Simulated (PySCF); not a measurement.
## Xenon: a sound run and one with changed settings

Sound run: Xe+ [Kr] 4d10 5s2 5p5, Xe(2+) [Kr] 4d10 5s2 5p4. Computed with PySCF 2.14 in cc-pVDZ-PP with ECP28MDF (4s3p2d, 23 functions), with scalar relativity through the core potential. The sound run starts from symmetry-adapted Hartree-Fock orbitals and uses a fine grid where one is needed.

A second run was set up differently.

```json
{"species": "Xe+", "method": "UHF", "sound run (hartree)": "-327.86494", "changed run (hartree)": "-327.86488", "converged": "no"}
{"species": "Xe+", "method": "TPSS", "sound run (hartree)": "-328.77543", "changed run (hartree)": "-328.77430", "converged": "no"}
{"species": "Xe+", "method": "MN15", "sound run (hartree)": "-328.08942", "changed run (hartree)": "-328.08893", "converged": "no"}
{"species": "Xe(2+)", "method": "UHF", "sound run (hartree)": "-327.12446", "changed run (hartree)": "-327.12443", "converged": "no"}
{"species": "Xe(2+)", "method": "TPSS", "sound run (hartree)": "-327.99893", "changed run (hartree)": "-327.99859", "converged": "no"}
{"species": "Xe(2+)", "method": "MN15", "sound run (hartree)": "-327.31938", "changed run (hartree)": "-327.31917", "converged": "no"}
```

(1) What was changed?
A. angular grid far too coarse
B. level shift left on
C. a valence shell is frozen
D. too few SCF iterations

## Answers

(1) B. It used initial guess 1e, at most 50 SCF cycles, level shift 10.0 hartree. A level shift slows the SCF but leaves a converged energy unchanged.
